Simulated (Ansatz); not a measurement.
Calculated with Ansatz (gas phase, PBE0-D4/def2-TZVP geometries, no zero-point term in ΔE). CBS: MP2 limit from def2 TZ/QZ plus the TZ coupled-cluster correction, frozen cores. Functionals use def2-TZVPP. B3LYP here is the variant with VWN-RPA as its local correlation; programs differ in this. def2 core potentials past Kr. For Au, Sn outer-core shells are correlated without core-valence functions, which leaves a few kJ/mol of doubt a bond. Each species was taken in one conformer, which may not be the lowest.

`C[S][SnH2][Cl]` + `[SH][Au]` → `[SH][SnH2][Cl]` + `C[S][Au]`  (redistribution)

```csv
species,B3LYP energy (Eh)
`C[S][SnH2][Cl]`,-1114.01427
`[SH][Au]`,-534.62334
`[SH][SnH2][Cl]`,-1074.69034
`C[S][Au]`,-573.94770
```

(1) Work out ΔE.

(2) What do rigid-rotor, harmonic-oscillator terms from PBE0-D4/def2-TZVP frequencies (298.15 K, 1 bar) make of the CCSD(T)/CBS value? (Estimate.)

Largest T1 diagnostic among the species: 0.025, so the coupled-cluster value is less sure than usual.

Results:

(1) ΔE = (-1074.69034) + (-573.94770) − (-1114.01427) − (-534.62334) = -0.00043 Eh = -0.01 eV. CCSD(T)/CBS gives +0.02 eV.

(2) Ansatz gave: ΔZPE = +0.01 eV, ΔH = +0.02 eV, ΔS = 0 J/(mol·K), ΔG = +0.02 eV. Modes under 50 cm⁻¹ make the entropy rough.

Leaving LDA and LC-ωPBE aside and taking each functional with its dispersion term where it has one, the values, not all of them listed here, spread over 0.08 eV, from BLYP-D4 to ωB97M-V. From BLYP to BHLYP (50 % exact exchange), in def2-TZVPP and without D4, ΔE moves by +0.08 eV.
